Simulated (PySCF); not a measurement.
# Low-lying terms of Ga²¹⁺ (gallium, charge +21)

Ground state [Ne], ¹S. All numbers are calculated (PySCF 2.14, the spin-free X2C one-electron Hamiltonian (Gaussian nucleus), in an even-tempered Gaussian basis (19 s from 0.816 bohr⁻², ratio 2.5; 12 p from 1.06 bohr⁻², ratio 2.5; 7 d from 0.602 bohr⁻², ratio 2.7; 3 f from 49 bohr⁻², ratio 2.7)). Vertical excitation energies in eV without spin-orbit coupling; excited terms of each kind are numbered among those the solver found. Frozen: 1s2.

| term | leading excitation | EOM-EE-CCSD |
| --- | --- | --- |
| 1 3P° | 2p → s | 1151.5 |
| 1 1P° | 2p → s | 1155.5 |
| 1 3S | 2p → p | 1191.3 |
| 1 3D | 2p → p | 1198.4 |
| 1 1D | 2p → p | 1201.8 |
| 1 1P | 2p → p | 1202.3 |
| 1 3P | 2p → p | 1202.4 |
| 1 1S | 2p → p | 1228.2 |
| 2 3P° | 2p → d | 1254.0 |
| 1 3F° | 2p → d | 1257.5 |
| 1 1F° | 2p → d | 1261.3 |
| 1 1D° | 2p → d | 1262.5 |
| 2 3S | 2s → s | 1323.0 |
| 2 1S | 2s → s | 1330.9 |

The spin-orbit splitting of the hole, absent here, rivals or exceeds the spacing of these terms, so the LS terms are model states.

The solver can miss terms. The 22 highest virtual orbitals were dropped.
